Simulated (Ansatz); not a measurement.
Start from `NB(F)F` and change one atom or group to get `NB(F)[SeH]`.

Ansatz, PBE0-D4/def2-TZVP geometries, multiplicity 1. Each molecule was computed in one conformer, which needn't be the lowest.

Scalar relativity is left out up to krypton. Spin–orbit coupling is left out; it splits and shifts lone-pair levels of the heavy atoms by tenths of an eV.

```json
{"property": "HOMO–LUMO gap (PBE/def2-TZVPP) / eV", "`NB(F)F`": "6.97"}
{"property": "HOMO energy (PBE/def2-TZVPP) / eV", "`NB(F)F`": "-7.11"}
{"property": "HOMO energy (B3LYP/def2-TZVPP) / eV", "`NB(F)F`": "-8.40"}
{"property": "HOMO energy (ωB97M-V/def2-TZVPP) / eV", "`NB(F)F`": "-11.06"}
{"property": "zero-point energy (PBE0-D4/def2-TZVP) / kJ/mol", "`NB(F)F`": "97.1"}
{"property": "size of the dipole moment (PBE/def2-TZVPP) / D", "`NB(F)F`": "2.66"}
```

**Question.** What does the change do to each property? (Best estimate.)

**Answer.** Computed: 
```
                                      property  `NB(F)[SeH]`  shift
           HOMO–LUMO gap (PBE/def2-TZVPP) / eV          5.14  -1.83
             HOMO energy (PBE/def2-TZVPP) / eV         -5.81   1.30
           HOMO energy (B3LYP/def2-TZVPP) / eV         -6.75   1.65
         HOMO energy (ωB97M-V/def2-TZVPP) / eV         -9.15   1.91
zero-point energy (PBE0-D4/def2-TZVP) / kJ/mol         110.9   13.8
size of the dipole moment (PBE/def2-TZVPP) / D          2.00  -0.66
```

With PBE0 the HOMO rises by 1.66 eV and the LUMO falls by 0.46 eV, so the gap narrows by about 2.12 eV. PBE moves the HOMO by 1.30 eV and ωB97M-V by 1.91 eV. The zero-point energy changes by 13.8 kJ/mol with +3 modes. Dipoles are sizes alone; their direction can turn.

B3LYP here is the variant with VWN-RPA as its local correlation; programs differ in this.
